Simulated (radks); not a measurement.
Q: Species: the osmium ion Os63+. Configuration: [Ne] 3s2 3p1 (the NIST ground configuration). Method: scalar-relativistic Kohn-Sham, LDA (Slater exchange, VWN5 correlation), spin-polarised, spherical densities, finite nucleus; open shells are filled with parallel spins first (spin-orbit coupling, left out, can overturn this in heavy ions); Fermi nuclear charge, rms radius 5.4126 fm; computed with a radial shooting solver on a logarithmic mesh with Libxc functionals. Some entries of the table are withheld. Estimate them.

| orbital | occ. | eigenvalue (eV) | <r^2> (bohr^2) |
|---|---|---|---|
| 1s up | 1 | -79131.75 | 0.0004335 |
| 1s down | 1 | -79127.32 | 0.0004335 |
| 2s up | 1 | (1) | (2) |
| 2s down | 1 | (3) | (4) |
| 2p up | 3 | -16326.79 | 0.005342 |
| 2p down | 3 | -16321.95 | 0.005340 |
| 3s up | 1 | -7311.666 | (5) |
| 3s down | 1 | -7296.844 | (6) |
| 3p up | 1 | -6836.700 | 0.03532 |
| 3p down | 0 | -6821.937 | 0.03535 |

A: 
(1) 2s up eigenvalue (eV): -17938.37
(2) 2s up <r^2> (bohr^2): 0.006472
(3) 2s down eigenvalue (eV): -17934.31
(4) 2s down <r^2> (bohr^2): 0.006469
(5) 3s up <r^2> (bohr^2): 0.03610
(6) 3s down <r^2> (bohr^2): 0.03613
